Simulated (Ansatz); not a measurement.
Te2H2⁺, that is H2Te2 with one electron fewer, relaxed as a doublet with UKS r2SCAN-D4/def2-TZVP in Ansatz, starting from the r2SCAN-D4/def2-TZVP geometry of the neutral singlet. Force threshold 0.02 eV/Å.

In the def2 sets Te takes a core potential; there is no spin–orbit coupling.

Start:

```xyz
4

Te    0.172   -1.211    0.823
Te   -0.724    0.271   -1.255
H     1.737   -0.643    0.771
H    -1.185    1.583   -0.339
```

Question: Estimate the energy that the relaxation releases and the steps that it takes.

Answer: 63.6 kJ/mol, in 8 steps; 40 s on 4 threads of Intel Xeon on a shared host. No frequencies were taken in this run, so the end may be a saddle point.

Question: Does the start keep its bonding and symmetry?

Answer: By distances, no bond broke or formed. The bond that changes most is Te1–Te2, from 2.71 to 2.68 Å (atoms count from 1). Point group C2 at the start, C2v at the end, both within 0.05 Å.

Question: Predict the relaxed structure.

Answer: 
```xyz
4

Te    0.4288   -1.4668    0.3892
Te   -1.2103    0.1356   -1.0011
H     1.2516   -0.1763    1.0370
H    -0.4701    1.5075   -0.4250
```
Bond lengths: 1 × Te–Te 2.68 Å; 2 × H–Te 1.66 Å.
